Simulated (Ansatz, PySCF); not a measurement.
F3In, SMILES [In-]([F])([F])[F], charge -1, multiplicity 2. Atoms are numbered in the order given.

```xyz
4

In    -0.0001     0.0000    -0.5616
F      1.6618    -0.9594     0.2023
F      0.0001     1.9191     0.2021
F     -1.6619    -0.9597     0.2021
```
Charge -1, spin multiplicity 2.

Geometry: B3LYP-D3(BJ)/def2-SVPD. The def2 effective core potentials stand for the cores of In; spin–orbit coupling is left out.

Two levels are set side by side: PBE-D3(BJ)/def2-SVPD (Ansatz, a quantum-chemistry and plane-wave program) and B3LYP-D3(BJ)/def2-SVPD (Ansatz). Each level has its own optimised geometry; the coordinates shown are those of the second. Frequencies come from the Hessian of PySCF at each geometry. Differences are taken from unrounded values.

| quantity | B3LYP-D3(BJ) | PBE-D3(BJ) | PBE-D3(BJ) minus B3LYP-D3(BJ) |
|---|---|---|---|
| mean bond length (Å) | 2.065 | 2.085 | 0.019 |
| bond In1–F2 (Å) | 2.065 | 2.085 | 0.019 |
| bond In1–F3 (Å) | 2.065 | 2.085 | 0.019 |
| bond In1–F4 (Å) | 2.065 | 2.085 | 0.019 |
| highest harmonic wavenumber (cm⁻¹) | 458 | 437 | -20 |
| mean harmonic wavenumber (cm⁻¹) | 294 | 278 | -16 |
| zero-point energy (kcal/mol) | 2.52 | 2.39 | -0.13 |

Exact exchange shortens and stiffens bonds; PBE has none. Differences between two approximate levels are no errors against the true value.
